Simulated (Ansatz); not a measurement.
## Molecular dynamics of C₃H₅BO

Input file:

```yaml
crystal:
  periodic: [false, false, false]
  atoms:
    - { symbol: B, position_ang: [-1.893717, -0.113208, -0.51452] }
    - { symbol: C, position_ang: [-0.432325, 0.030855, -0.122909] }
    - { symbol: C, position_ang: [0.621455, -0.766626, 0.219589] }
    - { symbol: C, position_ang: [1.500843, 0.44298, 0.380015] }
    - { symbol: O, position_ang: [0.301379, 1.283481, -0.005288] }
    - { symbol: H, position_ang: [-2.558281, 0.843637, -0.761614] }
    - { symbol: H, position_ang: [-2.359506, -1.211444, -0.568402] }
    - { symbol: H, position_ang: [0.765666, -1.828561, 0.330084] }
    - { symbol: H, position_ang: [2.306571, 0.575977, -0.343644] }
    - { symbol: H, position_ang: [1.831015, 0.691809, 1.38979] }
basis:
  gaussian: { orbitals: "6-31G" }
hamiltonian:
  xc: r2scanh
  dispersion: d4
md:
  timestep: 3.0
  n_steps: 40
  ensemble: nve
  temperature: 1000.0
  initial_velocities: maxwell_boltzmann
  seed: 607668
scf:
  lower_state_search: "off"
```

Run as:

```bash
$ ansatz run input.yaml --threads 1 --pin off --max-ram 2048MiB --backend cpu --events-out ev --progress --plain --runs-dir out
```

It starts from a relaxed structure.

Output, in part (step lines, the closing report, with atoms numbered from 0):

```
md step     0: t =     0.00 fs  T =  1000.0 K  F+E_penalty+E_count = -5907.44567653 eV  E_kin = 1.034080 eV  conserved = -5906.41159654 eV  (14 SCF iters)
md step    15: t =    45.00 fs  T = 6441987.5 K  F+E_penalty+E_count = -5883.05611588 eV  E_kin = 6661.530363 eV  conserved = 778.47424760 eV  (192 SCF iters)
md step    16: t =    48.00 fs  T = 6458257.8 K  F+E_penalty+E_count = -5879.80614119 eV  E_kin = 6678.355122 eV  conserved = 798.54898090 eV  (203 SCF iters)
md step    17: t =    51.00 fs  T = 6456490.8 K  F+E_penalty+E_count = -5877.59712911 eV  E_kin = 6676.527960 eV  conserved = 798.93083058 eV  (181 SCF iters)
md step    18: t =    54.00 fs  T = 6458417.9 K  F+E_penalty+E_count = -5880.07394668 eV  E_kin = 6678.520779 eV  conserved = 798.44683187 eV  (121 SCF iters)
md step    19: t =    57.00 fs  T = 6457696.3 K  F+E_penalty+E_count = -5879.73340436 eV  E_kin = 6677.774528 eV  conserved = 798.04112384 eV  (104 SCF iters)
md step    20: t =    60.00 fs  T = 6457285.8 K  F+E_penalty+E_count = -5879.85701227 eV  E_kin = 6677.350040 eV  conserved = 797.49302814 eV  (174 SCF iters)
md step    21: t =    63.00 fs  T = 6456704.8 K  F+E_penalty+E_count = -5879.10590072 eV  E_kin = 6676.749270 eV  conserved = 797.64336879 eV  (150 SCF iters)
[... lines left out ...]
md step    37: t =   111.00 fs  T = 6465883.6 K  F+E_penalty+E_count = -5876.05703005 eV  E_kin = 6686.240905 eV  conserved = 810.18387450 eV  (81 SCF iters)
md step    38: t =   114.00 fs  T = 6465966.5 K  F+E_penalty+E_count = -5876.17887672 eV  E_kin = 6686.326628 eV  conserved = 810.14775154 eV  (105 SCF iters)
md step    39: t =   117.00 fs  T = 6465257.5 K  F+E_penalty+E_count = -5875.32950267 eV  E_kin = 6685.593453 eV  conserved = 810.26395030 eV  (101 SCF iters)
md step    40: t =   120.00 fs  T = 6464909.9 K  F+E_penalty+E_count = -5874.92032226 eV  E_kin = 6685.233977 eV  conserved = 810.31365508 eV  (70 SCF iters)
Total energy: -5874.92034121 eV, -215.8993403754 hartree
Atom 0 at    -2.083048     0.533184    -0.862794 Å, force     6.388289    -0.821830     1.887476 eV/Å
Atom 1 at    -0.627319     0.012482    -0.373876 Å, force    -2.446621    -0.137945    -0.739601 eV/Å
Atom 2 at    -0.685712     1.688469    -1.100495 Å, force    -2.263082    -0.884663     0.662376 eV/Å
Atom 3 at     5.390722    29.278516   -62.403400 Å, force     0.000003    -0.000018     0.000020 eV/Å
Atom 4 at     0.509456     1.917019    -1.072417 Å, force    -2.066384    -0.493693    -0.358114 eV/Å
Atom 5 at    -2.857733    -0.313315    -0.162538 Å, force     0.387550     2.338017    -1.452017 eV/Å
Atom 6 at   -11.391891    -0.958569     5.306041 Å, force     0.001353     0.000311    -0.000265 eV/Å
Atom 7 at    16.767724   -46.883842     6.319703 Å, force    -0.000005     0.000008    -0.000005 eV/Å
Atom 8 at    11.458963     3.839348     3.549018 Å, force    -0.001103    -0.000188     0.000131 eV/Å
Atom 9 at   -43.715048  -346.229839   772.533327 Å, force     0.000000     0.000000    -0.000001 eV/Å
Dipole moment:     0.842385    13.738609   -27.793904 e Å
```

The steps, from the saved trajectory:

```
time (fs)    T (K)  potential energy less start (eV)  conserved less start (meV/atom)
      0.0     1000                             0.000                             0.00
      3.0      611                             0.798                            39.62
      6.0      499                             1.172                            65.38
      9.0      630                             1.069                            68.60
     12.0     1213                             1.950                           217.03
     15.0     3258                             4.445                           677.95
     18.0     1717                             5.740                           648.20
     21.0      997                             6.381                           637.88
     24.0     1301                             6.228                           653.98
     27.0      602                             7.307                           689.54
     30.0     1728                             5.956                           670.83
     33.0     2079                             6.844                           796.01
     36.0     5523                             8.322                          1299.89
     39.0     5165                             8.307                          1261.40
     42.0  1560229                            67.617                        167998.43
     45.0  6441987                            24.390                        668488.58
     48.0  6458258                            27.640                        670496.06
     51.0  6456491                            29.849                        670534.24
     54.0  6458418                            27.372                        670485.84
     57.0  6457696                            27.712                        670445.27
     60.0  6457286                            27.589                        670390.46
     63.0  6456705                            28.340                        670405.50
     66.0  6457095                            27.815                        670393.35
     69.0  6457497                            27.629                        670416.29
     72.0  6457709                            27.514                        670426.81
     75.0  6457392                            27.912                        670433.76
     78.0  6457873                            27.336                        670425.94
     81.0  6458361                            27.173                        670460.08
     84.0  6459235                            26.307                        670463.89
     87.0  6459128                            26.533                        670475.41
     90.0  6460333                            25.145                        670461.26
     93.0  6461167                            23.865                        670419.44
     96.0  6462105                            26.500                        670780.01
     99.0  6468703                            28.963                        671708.55
    102.0  6466421                            31.028                        671679.05
    105.0  6466234                            30.983                        671655.27
    108.0  6465789                            31.558                        671666.65
    111.0  6465884                            31.389                        671659.55
    114.0  6465967                            31.267                        671655.93
    117.0  6465258                            32.116                        671667.55
    120.0  6464910                            32.525                        671672.53
```

All steps were run. The conserved energy changed by up to 670000 meV per atom, so the integration failed: the time step of 3 fs is too long for the fastest motions that this run met, and the later frames carry no physical meaning.

Parted: B1–H7 1.19 → 11.27 Å, C2–O5 1.46 → 2.33 Å, C3–C4 1.50 → 67.50 Å, C3–H8 1.08 → 52.14 Å, C4–O5 1.51 → 67.33 Å, C4–H9 1.09 → 70.95 Å. Joined: B1–C3 2.70 → 1.83 Å, C3–O5 2.09 → 1.22 Å. It ends as C + C2HBO + H + H + H + H. Pairs count as bonded within 1.25 times the sum of covalent radii (0.12 Å more for H–H).

Last frame:

```xyz
10
Properties=species:S:1:pos:R:3
B -2.083 0.533 -0.863
C -0.627 0.013 -0.374
C -0.686 1.688 -1.101
C 5.391 29.279 -62.403
O 0.509 1.917 -1.072
H -2.858 -0.313 -0.163
H -11.392 -0.959 5.306
H 16.768 -46.884 6.320
H 11.459 3.839 3.549
H -43.715 -346.230 772.533
```

Run time: 8.6 min on 1 thread of Intel(R) Xeon(R) Processor @ 2.50GHz (Skylake/Cascade Lake) (shared host), peak memory 0.17 GiB.
